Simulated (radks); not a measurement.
Task: Kr25+, configuration [He] 2p6 3s1 3p2 (not the ground configuration). All-electron calculation, scalar-relativistic Kohn-Sham, AM05, spin-polarised, spherical densities, point nucleus; open shells are filled with parallel spins first. Program: a radial shooting solver on a logarithmic mesh with Libxc functionals. Some entries of the table are withheld. Estimate them.

orbital,occ.,eigenvalue (eV),<1/r> (bohr^-1)
1s up,1,-15530.69,(1)
1s down,1,-15525.69,(2)
2p up,3,(3),8.218
2p down,3,(4),8.221
3s up,1,-1223.259,(5)
3s down,0,-1198.367,(6)
3p up,2,-1162.556,3.328
3p down,0,-1138.057,3.323

Result: 
(1) 1s up <1/r> (bohr^-1): 36.77
(2) 1s down <1/r> (bohr^-1): 36.77
(3) 2p up eigenvalue (eV): -2926.824
(4) 2p down eigenvalue (eV): -2921.168
(5) 3s up <1/r> (bohr^-1): 3.417
(6) 3s down <1/r> (bohr^-1): 3.403
